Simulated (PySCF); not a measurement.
## Heteronuclear NMR

Structure with atom numbers: `[CH3:1]/[CH:2]=[CH:3]/[Si@H:4]([NH:5][CH3:6])[O:7][CH3:8]`. Hydrogens are named by the atom that carries them.

PySCF 2.14.0 with density-fitted response routines calculation with geometry from GFN2-xTB and shielding tensors at PBE0/pcSseg-1 (GIAO); one computed conformer, fast rotation and ring inversion assumed for equivalent nuclei, relativity neglected, isolated molecule.

(1) What are the $^{29}$Si shifts?

(2) Predict the $^{15}$N NMR data.

(3) Predict the $^{17}$O NMR data.

## Answers

(1) 
```
atoms                   environment  σ (ppm)  δ (ppm)
  Si4  silicon bonded to C, N, O, H    379.0    -31.6
```

Shieldings were converted by a linear fit to measured shifts: $^{29}$Si (scatter 8.9 ppm rms, 25.8 ppm with the 6 outliers that the fit left out vs TMS, solution or neat liquid). Occasional misses reach two or three times the rms, and more in compound classes unlike the fitted ones.

On a 400 MHz spectrometer $^{29}$Si resonates near 79.5 MHz, so 1 ppm is 79.5 Hz.

(2) 
```tsv
atoms	environment	σ (ppm)	δ (ppm)
N5	nitrogen bonded to C, Si, H	241.9	-371.0
```

Shieldings were converted by a linear fit to measured shifts: $^{15}$N (scatter 6.3 ppm rms vs CH3NO2, solution or neat liquid). A few per cent of atoms miss by over 2 rms, more outside the fitted compound classes.

On a 600 MHz spectrometer $^{15}$N resonates near 60.8 MHz, so 1 ppm is 60.8 Hz.

(3) 
| atoms | environment | σ (ppm) | δ (ppm) |
| --- | --- | --- | --- |
| O7 | oxygen bonded to C, Si | 331.9 | -35.6 |

Shieldings were converted by a linear fit to measured shifts: $^{17}$O (scatter 10.7 ppm rms, 12.2 ppm with the 3 outliers that the fit left out vs liquid water, solution or neat liquid). A few per cent of atoms miss by over 2 rms, more outside the fitted compound classes.

On a 300 MHz spectrometer $^{17}$O resonates near 40.7 MHz, so 1 ppm is 40.7 Hz.
